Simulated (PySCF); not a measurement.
H5PSi, SMILES P[SiH3] (connectivity only; charge and spin as stated), charge +1, multiplicity 2. Atoms are numbered in the order given.

```xyz
7

Si    -1.1775     0.0131     0.0000
P      1.1460    -0.0708     0.0000
H     -1.5020    -0.6850     1.2506
H     -1.5020    -0.6850    -1.2506
H     -1.4056     1.4702     0.0000
H      1.8521     0.3894     1.1240
H      1.8521     0.3894    -1.1240
```
Charge +1, spin multiplicity 2.

Coordinates come from a B3LYP-D3(BJ)/def2-TZVP optimisation. The multiplicity is an assumed one; other spin states were not compared.

The numbers are results of PBE/def2-TZVPD in PySCF, not measurements.

Mulliken values depend strongly on the basis, most of all with diffuse functions as here. ESP charges are fitted to the potential on shells at 1.4 to 2.0 van der Waals radii. Atomic charges (e):

```json
[
 {"atom": "Si1", "Mulliken": "0.19", "ESP fit": "0.34", "meta-Löwdin": "0.43", "Mulliken spin": "0.00"},
 {"atom": "P2", "Mulliken": "0.07", "ESP fit": "0.22", "meta-Löwdin": "0.34", "Mulliken spin": "0.99"},
 {"atom": "H3", "Mulliken": "0.08", "ESP fit": "0.05", "meta-Löwdin": "0.00", "Mulliken spin": "0.00"},
 {"atom": "H4", "Mulliken": "0.08", "ESP fit": "0.05", "meta-Löwdin": "0.00", "Mulliken spin": "0.00"},
 {"atom": "H5", "Mulliken": "0.09", "ESP fit": "0.03", "meta-Löwdin": "0.01", "Mulliken spin": "0.05"},
 {"atom": "H6", "Mulliken": "0.24", "ESP fit": "0.16", "meta-Löwdin": "0.11", "Mulliken spin": "-0.02"},
 {"atom": "H7", "Mulliken": "0.24", "ESP fit": "0.16", "meta-Löwdin": "0.11", "Mulliken spin": "-0.02"}
]
```
